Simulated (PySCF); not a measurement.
PySCF input (PBE/jun-cc-pV(T+d)Z):

```python
import numpy as np, basis_set_exchange as bse
from pyscf import gto, scf, dft, df, tdscf

basis = {'Al': gto.basis.parse(bse.get_basis('jun-cc-pV(T+d)Z', elements=['Al'], fmt='nwchem')), 'H': gto.basis.parse(bse.get_basis('jun-cc-pV(T+d)Z', elements=['H'], fmt='nwchem'))}
mol = gto.M(
    atom='''
    Al   -0.00000000   -0.00000000   -0.11870982
    H     0.00000000    0.00000000    1.54322771
    ''',
    basis=basis,
    charge=0,
    verbose=4,
    max_memory=1839,
)
mf = dft.RKS(mol, xc='pbe')
mf.grids.level = 3
mf = mf.density_fit(auxbasis=df.autoaux(mol))
mf.conv_tol = 1e-9
mf.max_cycle = 100
print('smallest overlap eigenvalue', np.linalg.eigvalsh(mol.intor('int1e_ovlp'))[0])
mf.kernel()
dip = mf.dip_moment()
td = tdscf.TDA(mf)
td.nstates = 4
td.kernel()
td.analyze()
osc = td.oscillator_strength()
```

Output:

```
PySCF version 2.14.0

[INPUT] verbose = 4
[INPUT] num. atoms = 2
[INPUT] num. electrons = 14
[INPUT] charge = 0
[INPUT] spin (= nelec alpha-beta = 2S) = 0
[INPUT] symmetry False subgroup None
[INPUT] Mole.unit = angstrom
[INPUT] Symbol           X                Y                Z      unit          X                Y                Z       unit  Magmom
[INPUT]  1 Al     0.000000000000   0.000000000000  -0.118709820000 AA    0.000000000000   0.000000000000  -0.224329048096 Bohr   0.0
[INPUT]  2 H      0.000000000000   0.000000000000   1.543227710000 AA    0.000000000000   0.000000000000   2.916277719740 Bohr   0.0

nuclear repulsion = 4.13932751248478
number of shells = 10
number of NR pGTOs = 89
number of NR cGTOs = 62
basis = {'Al': [[0, [205500.0, 6.78836e-05, -1.76377e-05, 0.0, 4.07315e-06, 0.0], [30780.0, 0.000527149, -0.000137195, 0.0, 3.16566e-05, 0.0], [7006.0, 0.00276203, -0.00071891, 0.0, 0.000166116, 0.0], [1985.0, 0.0114728, -0.00301146, 0.0, 0.000694992, 0.0], [649.1, 0.0398188, -0.0106014, 0.0, 0.00245511, 0.0], [235.0, 0.11504, -0.0321345, 0.0, 0.00744598, 0.0], [91.62, 0.260887, -0.0803156, 0.0, 0.0188253, 0.0], [37.67, 0.396386, -0.156794, 0.0, 0.0372772, 0.0], [15.91, 0.284597, -0.168376, 0.0, 0.0419496, 0.0], [5.85, 0.0444583, 0.126879, 0.0, -0.0354375, 0.0], [2.542, -0.00489838, 0.561494, 0.0, -0.175132, 0.0], [1.057, 0.00261253, 0.436613, 0.0, -0.276203, 0.0], [0.2931, 0.0, 0.0, 1.0, 0.0, 0.0], [0.1455, 0.000722068, -0.0114563, 0.0, 0.652809, 0.0], [0.0565, 0.0, 0.0, 0.0, 0.0, 1.0]], [0, [0.0221, 1.0]], [1, [444.4, 0.00162786, 0.0, -0.000286341, 0.0], [105.1, 0.0130687, 0.0, -0.00242308, 0.0], [33.47, 0.0612341, 0.0, -0.0108658, 0.0], [12.33, 0.18787, 0.0, -0.0364307, 0.0], [4.869, 0.360452, 0.0, -0.0641074, 0.0], [1.961, 0.408454, 0.0, -0.0972239, 0.0], [0.7834, 0.0, 1.0, 0.0, 0.0], [0.1888, 0.00976514, 0.0, 0.503448, 0.0], [0.05557, 0.0, 0.0, 0.0, 1.0]], [1, [0.0146, 1.0]], [2, [1.57, 1.0, 0.0, 0.0], [0.333, 0.0, 1.0, 0.0], [0.111, 0.0, 0.0, 1.0]], [2, [0.0357, 1.0]], [3, [0.244, 1.0]]], 'H': [[0, [33.87, 0.006068, 0.0, 0.0], [5.095, 0.045308, 0.0, 0.0], [1.159, 0.202822, 0.0, 0.0], [0.3258, 0.0, 1.0, 0.0], [0.1027, 0.0, 0.0, 1.0]], [1, [1.407, 1.0, 0.0], [0.388, 0.0, 1.0]], [2, [1.057, 1.0]]]}
ecp = {}
ETB for Al: l = 0, exps = 0.0292 * 1.8^n , n = 0..19
ETB for Al: l = 1, exps = 0.0292 * 1.8^n , n = 0..16
ETB for Al: l = 2, exps = 0.0292 * 1.8^n , n = 0..15
ETB for Al: l = 3, exps = 0.050300000000000004 * 2.2^n , n = 0..9
ETB for Al: l = 4, exps = 0.0714 * 2.2^n , n = 0..6
ETB for H: l = 0, exps = 0.2054 * 1.8^n , n = 0..10
ETB for H: l = 1, exps = 0.4907 * 2^n , n = 0..3
ETB for H: l = 2, exps = 0.776 * 2.2^n , n = 0..2
ETB for H: l = 3, exps = 1.4449999999999998 * 2.2^n , n = 0..1
smallest overlap eigenvalue 0.006384594642978593

******** <class 'pyscf.df.df_jk.DFRKS'> ********
method = DFRKS
initial guess = minao
damping factor = 0
level_shift factor = 0
DIIS = <class 'pyscf.scf.diis.CDIIS'>
diis_start_cycle = 1
diis_space = 8
diis_damp = 0
SCF conv_tol = 1e-09
SCF conv_tol_grad = None
SCF max_cycles = 100
direct_scf = False
XC library pyscf.dft.libxc version 7.1.2
    S. Lehtola, C. Steigemann, M. J. T. Oliveira, and M. A. L. Marques,  SoftwareX 7, 1–5 (2018)
XC functionals = pbe
    J. P. Perdew, K. Burke, and M. Ernzerhof,  Phys. Rev. Lett. 77, 3865 (1996)
    J. P. Perdew, K. Burke, and M. Ernzerhof,  Phys. Rev. Lett. 78, 1396 (1997)
    J. P. Perdew, K. Burke, and M. Ernzerhof,  Phys. Rev. Lett. 77, 3865 (1996)
    J. P. Perdew, K. Burke, and M. Ernzerhof,  Phys. Rev. Lett. 78, 1396 (1997)
radial grids:
    Treutler-Ahlrichs [JCP 102, 346 (1995); DOI:10.1063/1.469408] (M4) radial grids

becke partition: Becke, JCP 88, 2547 (1988); DOI:10.1063/1.454033
pruning grids: <function nwchem_prune>
grids dens level: 3
symmetrized grids: False
atomic radii adjust function: <function treutler_atomic_radii_adjust>
small_rho_cutoff = 0
Set gradient conv threshold to 3.16228e-05
Initial guess from minao.
tot grids = 28992
init E= -242.735738302785
  HOMO = -0.195653422287264  LUMO = -0.0923897886398293  gap/eV = 2.80995
cycle= 1 E= -242.829189931493  delta_E= -0.0935  |g|= 0.174  |ddm|= 0.865
  HOMO = -0.169584534217273  LUMO = -0.0977101612077827  gap/eV = 1.95580
cycle= 2 E= -242.831814636222  delta_E= -0.00262  |g|= 0.133  |ddm|= 0.413
  HOMO = -0.179144981026429  LUMO = -0.0932865049802751  gap/eV = 2.33633
cycle= 3 E= -242.839378990025  delta_E= -0.00756  |g|= 0.0179  |ddm|= 0.22
  HOMO = -0.180657419065093  LUMO = -0.0942308055109678  gap/eV = 2.35179
cycle= 4 E= -242.839548351795  delta_E= -0.000169  |g|= 0.00212  |ddm|= 0.0339
  HOMO = -0.18079685005023  LUMO = -0.0942929271006174  gap/eV = 2.35389
cycle= 5 E= -242.839549050879  delta_E= -6.99e-07  |g|= 0.000408  |ddm|= 0.00155
  HOMO = -0.180662335038203  LUMO = -0.0942115620680145  gap/eV = 2.35245
cycle= 6 E= -242.839549092663  delta_E= -4.18e-08  |g|= 0.000102  |ddm|= 0.000544
  HOMO = -0.180668420990161  LUMO = -0.0942127149470583  gap/eV = 2.35258
cycle= 7 E= -242.839549099034  delta_E= -6.37e-09  |g|= 4.64e-06  |ddm|= 0.000197
  HOMO = -0.180669875675182  LUMO = -0.0942140937403667  gap/eV = 2.35258
cycle= 8 E= -242.839549099047  delta_E= -1.22e-11  |g|= 1.17e-06  |ddm|= 1.03e-05
  HOMO = -0.180669391245318  LUMO = -0.0942136008002306  gap/eV = 2.35258
Extra cycle  E= -242.839549099047  delta_E= -6.25e-13  |g|= 7.84e-07  |ddm|= 2.73e-06
converged SCF energy = -242.839549099047
Dipole moment(X, Y, Z, Debye): -0.00000, -0.00000, -0.14409

******** <class 'pyscf.tdscf.rks.TDA'> for <class 'pyscf.df.df_jk.DFRKS'> ********
nstates = 4 singlet
deg_eia_thresh = 1.000e-03
wfnsym = None
conv_tol = 1e-05
eigh lindep = 1e-12
eigh level_shift = 0
eigh max_cycle = 100
chkfile = tmpfwyvhd83

Excitation energies (eV)
[2.87378022 2.87378022 4.95823889 5.37667212]

** Singlet excitation energies and oscillator strengths **
Excited State   1:      2.87378 eV    431.43 nm  f=0.0591
       6 -> 8        -0.10257
       7 -> 8         0.69431
Excited State   2:      2.87378 eV    431.43 nm  f=0.0591
       6 -> 9         0.10257
       7 -> 9        -0.69431
Excited State   3:      4.95824 eV    250.06 nm  f=0.1355
       7 -> 10        0.67388
       7 -> 11        0.21194
Excited State   4:      5.37667 eV    230.60 nm  f=0.0589
       7 -> 10       -0.18606
       7 -> 11        0.62276
       7 -> 14        0.26241

** Transition electric dipole moments (AU) **
state          X           Y           Z        Dip. S.      Osc.
  1         0.1636      0.9013     -0.0000      0.8391      0.0591
  2        -0.9013      0.1636     -0.0000      0.8391      0.0591
  3         0.0000     -0.0000     -1.0560      1.1151      0.1355
  4        -0.0000     -0.0000      0.6688      0.4473      0.0589

** Transition velocity dipole moments (imaginary part, AU) **
state          X           Y           Z        Dip. S.      Osc.
  1        -0.0006     -0.0034     -0.0000      0.0000      0.0001
  2         0.0034     -0.0006     -0.0000      0.0000      0.0001
  3         0.0000     -0.0000     -0.1888      0.0357      0.1305
  4        -0.0000     -0.0000      0.1108      0.0123      0.0414

** Transition magnetic dipole moments (imaginary part, AU) **
state          X           Y           Z
  1        -1.2291      0.2230     -0.0000
  2        -0.2230     -1.2291     -0.0000
  3        -0.0000     -0.0000     -0.0000
  4        -0.0000      0.0000      0.0000
```
